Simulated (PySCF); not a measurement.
In(H2O)H3.
SMILES: `[H][In]([H])([H])<-[OH2]`

A linear-response calculation (PySCF, def2-SVPD basis, gas phase, vertical, core orbitals frozen in the response) gave these numbers; the functional is withheld.

Orbital energies (eV): HOMO-3 -13.24, HOMO-2 -11.87, HOMO-1 -8.94, HOMO -8.85, LUMO -0.32, LUMO+1 0.83, LUMO+2 1.35.

| state | E (eV) | f | main configurations (H = HOMO, L = LUMO) |
| --- | --- | --- | --- |
| S1 | 5.51 | 0.0038 | H→L (89%) |
| S2 | 5.67 | 0.0073 | H-1→L (86%), H-1→L+1 (8%) |
| S3 | 6.92 | 0.075 | H→L+1 (89%) |
| S4 | 7.05 | 0.100 | H-1→L+1 (87%), H-1→L (9%) |
| S5 | 7.50 | 0.144 | H→L+2 (87%) |
| S6 | 7.52 | 0.0006 | H→L+3 (62%), H-1→L+4 (12%), H-1→L+2 (12%) |

Triplets (Tamm–Dancoff): T1 5.18 eV, H→L (80%), H→L+1 (10%); T2 5.31 eV, H-1→L (77%), H-1→L+1 (11%), H-1→L+2 (8%); T3 6.33 eV, H→L+2 (62%), H→L+7 (11%); T4 6.41 eV, H-1→L+2 (54%), H-1→L+7 (11%), H-1→L+1 (10%).

Vertical ionisation energy by ΔSCF with the same functional: 9.91 eV. Mean static polarisability: 51.7 au.

**Question.** Name the functional.
A. HF
B. CAM-B3LYP
C. PBE
D. PBE0

**Answer.** B. CAM-B3LYP is range-separated, 19% exact exchange at short range and 65% at long range (ω = 0.33 bohr⁻¹). In this run −ε(HOMO) = 8.85 eV differs from the ΔSCF value by -1.07 eV, and S1 differs from the orbital gap of 8.52 eV by -3.02 eV. The ratio −ε(HOMO)/IP is 0.89. Small neutral molecules mostly give 0.85 to 0.93 with CAM-B3LYP, 0.5 to 0.7 with PBE, 0.7 to 0.83 with PBE0; Hartree–Fock can't fall below 1, since the ion's relaxation only lowers the ΔSCF value.

Method: TDDFT CAM-B3LYP/def2-SVPD, vertical, gas phase, core orbitals frozen in the response, def2 core potentials past Kr (PySCF 2.14.0, density-fitted response routines). Geometry: PBE0-D3(BJ)/def2-SVP; no solvent, vibrations or thermal averaging. Spin–orbit coupling is left out.
